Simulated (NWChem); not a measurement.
Species: CH₃F₂Ga; SMILES [F][Ga]([F])[CH3]

```xyz
7

Ga    -0.0008     0.0119     0.0011
F     -1.4333     1.0133    -0.0009
F      1.4459     0.9928    -0.0009
C     -0.0121    -1.9228    -0.0004
H      0.6155    -2.2977     0.8206
H      0.4064    -2.2881    -0.9497
H     -1.0372    -2.2989     0.1144
```
Atoms are numbered in this order, from 1.

Computed with NWChem. Pople sets run with spherical d functions. Geometry: optimised at PBE0/def2-SVP. Vertical excitations in the gas phase; the lowest state need not have the same character in each row.

```
level                         lowest excitation, singlet (eV)  oscillator strength of that lowest state  lowest state with f > 0.02, singlet (eV)  orbital gap (eV)
----------------------------  -------------------------------  ----------------------------------------  ----------------------------------------  ----------------
PBE/6-31G*, full TDDFT                                   6.61                                     0.012                                      6.75              6.24
B3LYP/6-31G*, full TDDFT                                  ___                                     0.020                                      7.37               ___
PBE0/6-31G*, full TDDFT                                  7.34                                     0.023                                      7.34              8.75
BHandHLYP/6-31G*, full TDDFT                             7.79                                     0.034                                      7.79             10.85
```

Question: Some entries are withheld; supply them.

Answer: 
- B3LYP/6-31G*, full TDDFT, lowest excitation, singlet (eV): 7.08
- B3LYP/6-31G*, full TDDFT, orbital gap (eV): 8.10
